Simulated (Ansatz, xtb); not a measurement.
# CH4BrSi+: which of two structures lies lower

Structure X is `C[SiH+]Br`, a singlet and structure Y is a singlet given by its coordinates. Both are isolated ions in the gas phase, relaxed with r2SCAN-D4/def2-SVP.

X (Å):

```xyz
7

C     0.8891   -0.5849   -0.5736
Br   -2.3357   -1.1765    0.5413
Si   -0.2968   -0.6313    0.8023
H     1.3181    0.4338   -0.6373
H     0.0891   -0.2916    2.1882
H     0.4411   -0.8647   -1.5381
H     1.7320   -1.2629   -0.3375
```

Y (Å):

```xyz
7

C    -2.2096   -0.7881    0.8721
Br   -2.0631    1.2345    0.5416
Si   -1.8265   -0.5913   -0.9265
H    -3.2338   -0.9847    1.2157
H    -1.4254   -1.0540    1.5932
H    -2.9479   -0.6030   -1.8831
H    -0.4204   -0.6997   -1.3554
```

Close contacts (Å): C1–Br2 2.05, C1–Si3 1.85, Br2–Si3 2.35, C1–H4 1.10, C1–H5 1.10, Si3–H6 1.47, Si3–H7 1.47.

Problem. Which of the two would you expect CCSD(T)/def2-TZVP electronic energies to favour?

Solution. Structure X; the calculation gives E(Y) − E(X) = +1.243 eV.

How the difference moves with the method:

| level | geometry | E(Y) − E(X) (eV) | departure from the last row (eV) | job, with rough time for the two |
| --- | --- | --- | --- | --- |
| GFN2-xTB | GFN2-xTB | +1.500 | +0.256 | optimisation, 0.69 s |
| HF/STO-3G | GFN2-xTB | +1.481 | +0.238 | single point, 1.6 s |
| r2SCAN-D4/def2-SVP//GFN2-xTB | GFN2-xTB | +1.544 | +0.301 | single point, 9.9 s |
| r2SCAN-D4/def2-SVP | r2SCAN-D4/def2-SVP | +1.355 | +0.112 | optimisation, 2.8 min |
| HF/def2-TZVP | r2SCAN-D4/def2-SVP | +1.412 | +0.169 | part of the CCSD(T) run |
| MP2/def2-TZVP | r2SCAN-D4/def2-SVP | +1.294 | +0.051 | part of the CCSD(T) run |
| CCSD(T)/def2-TZVP | r2SCAN-D4/def2-SVP | +1.243 |  | single point, 2.5 min |

None of the levels shown reverses the order. The largest departure from CCSD(T)/def2-TZVP is that of r2SCAN-D4/def2-SVP//GFN2-xTB, 0.301 eV.

With harmonic frequencies from r2SCAN-D4/def2-SVP (ideal gas, rigid rotor, one conformer each, 298.15 K, 1 atm): the zero-point term adds −0.035 eV; ΔH is +1.189 and ΔG +1.247 eV.

The correlated steps freeze 15 core orbitals; the filled d shell of Br is correlated, in a basis made for valence electrons. Run with Ansatz 0.2.0, xtb 6.7.1; the last row on 1 thread of AMD EPYC (Zen 3) on a shared host.
